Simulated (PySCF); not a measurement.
Geometry:
```json
{"atom": "Ta1", "x (Å)": "0.006", "y (Å)": "0.078", "z (Å)": "-0.719"}
{"atom": "C2", "x (Å)": "0.061", "y (Å)": "-0.013", "z (Å)": "1.179"}
{"atom": "H3", "x (Å)": "-0.771", "y (Å)": "0.374", "z (Å)": "1.790"}
{"atom": "H4", "x (Å)": "0.864", "y (Å)": "-0.497", "z (Å)": "1.755"}
{"atom": "Cl5", "x (Å)": "2.183", "y (Å)": "0.020", "z (Å)": "-1.405"}
{"atom": "Cl6", "x (Å)": "-1.282", "y (Å)": "1.900", "z (Å)": "-1.217"}
{"atom": "Cl7", "x (Å)": "-1.062", "y (Å)": "-1.862", "z (Å)": "-1.384"}
```

Geometry: PBE0-D3(BJ)/def2-SVP; GIAO shifts from PySCF 2.14, gas phase, scalar relativity only through the core potential, averaged over equivalent atoms.

At PBE0/pcSseg-1 (def2-TZVP on Ta) (139 basis functions, 11 s wall time on 1 thread of an Arm Neoverse V1, shared host):
```
      atoms  δ (ppm)
         C2    220.1
      H3/H4    10.42
Cl5/Cl6/Cl7    478.4
```

Referencing at the same level of theory: ¹³C (184.41 ppm) and ¹H (31.27 ppm) against TMS; HCl for ³⁵Cl (943.27 ppm).

What do these become at wB97X-D/pcSseg-1 (def2-TZVP on Ta)?

## Answers


```tsv
atoms	δ at wB97X-D/pcSseg-1 (def2-TZVP on Ta)	change
C2	226.7	+6.6
H3/H4	10.77	+0.35
Cl5/Cl6/Cl7	442.8	-35.6
```

Chemical shifts δ = σref − σ; ¹³C (σref 184.54), ¹H (σref 31.38) vs TMS; HCl for ³⁵Cl (σref 939.37), all at this level.

The largest change is at Cl5/Cl6/Cl7 (chlorine bonded to Ta). Cost: 139 basis functions, 15 s wall time on 1 thread of an Arm Neoverse V1, shared host.

Ta is described by an effective core potential, so it has no shielding of its own here; spin–orbit effects on the atoms bonded to it, which can be large, are absent, and the values of these neighbours are rough. The averaged Cl atoms aren't alike in the static structure (σ from 417 to 553 ppm); the average presumes fast exchange among these sites.
